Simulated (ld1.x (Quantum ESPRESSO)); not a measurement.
# Cs: one change to a TM potential, before and after

Cs, norm-conserving Troullier–Martins (Kleinman–Bylander form), made with ld1.x (Quantum ESPRESSO) 7.5 (PBE, scalar-relativistic). Core [Xe], reference 5d0.5 6s0.5 6p0. Waves: 6s (bound): rc 4.20 bohr; 6p (bound, empty): rc 2.05 bohr; 5d (bound): rc 4.20 bohr. Local part: all-electron potential smoothed inside 2.25 bohr (lloc = -1). Core correction: a·sin(br)/r model core, default radius (core density twice the valence density).

All-electron outer shells of the reference configuration (PBE, scalar-relativistic, ld1.x):

```json
{"shell": "5s", "level (eV)": "-26.77", "outermost node (bohr)": "0.82", "outermost maximum (bohr)": "1.54"}
{"shell": "5p", "level (eV)": "-13.57", "outermost node (bohr)": "0.89", "outermost maximum (bohr)": "1.79"}
{"shell": "6s", "level (eV)": "-2.14", "outermost node (bohr)": "2.11", "outermost maximum (bohr)": "4.74"}
{"shell": "6p", "level (eV)": "-0.83", "outermost node (bohr)": "2.61", "outermost maximum (bohr)": "6.89"}
{"shell": "5d", "level (eV)": "-0.47", "outermost node (bohr)": "1.06", "outermost maximum (bohr)": "3.51"}
```

Change: local potential all-electron potential smoothed inside 2.62 bohr (lloc = -1).

Cutoffs: the cutoffs (Ry, on a coarse ladder) from which the occupation-weighted sum of valence levels, in a spherical-Bessel basis at the reference potential, stays within 10 and 1 mRy of its value at 400 Ry; they do not see the model core or the augmentation charge, which bear on the density cutoff. Errors are all-electron minus pseudo energies relative to the spin-unpolarised reference configuration.

How do hardness, ghosts and transferability respond?

Both files are so soft that the ladder of cutoffs tells neither apart; both files keep a bound ghost (p, s); the number of tests that count goes from 4 to 3; the errors of the 3 common tests hardly move; the range in which the d phases agree narrows (upper end 3.7 → 1.1).

| quantity | base | changed |
| --- | --- | --- |
| cutoff, loose | 6 Ry | 6 Ry |
| cutoff, tight | 8 Ry | 8 Ry |
| bound ghosts | s, p | s, p |
| tests counted (converged, no solver errors) | 4 of 4 | 3 of 4 |
| error for 5d0 6s1 6p0, meV [ΔE -0.84 eV] | +2.3 | +2.3 |
| error for 5d0 6s0.5 6p0, meV [ΔE 0.63 eV] | -0.2 | -0.4 |
| error for 5d1 6s0 6p0, meV [ΔE 0.83 eV] | +1.3 | +1.3 |
| s: phases at 4.53 bohr within 0.05 rad from the reference energy up to (Ry; the scan ends near 5) | n/a | n/a |
| p: phases at 4.53 bohr within 0.05 rad from the reference energy up to (Ry; the scan ends near 5) | 2.4 | 2.6 |
| d: phases at 4.53 bohr within 0.05 rad from the reference energy up to (Ry; the scan ends near 5) | 3.7 | 1.1 |

Base: The 6p radius (2.05 bohr) lies inside the outermost node of the all-electron wave (2.61 bohr), which a nodeless pseudo-wave cannot match soundly. Changed file: Tests not counted: 5d0 6s0 6p1 (solver errors, printed error -1.2 eV). The 6p radius (2.05 bohr) lies inside the outermost node of the all-electron wave (2.61 bohr), which a nodeless pseudo-wave cannot match soundly. A true bound ghost makes a file unfit for plane-wave use even where its test errors are small: the radial tests pick states by their node count and pass the ghost by. Where a test does run into it, the solver fails or the error is huge.
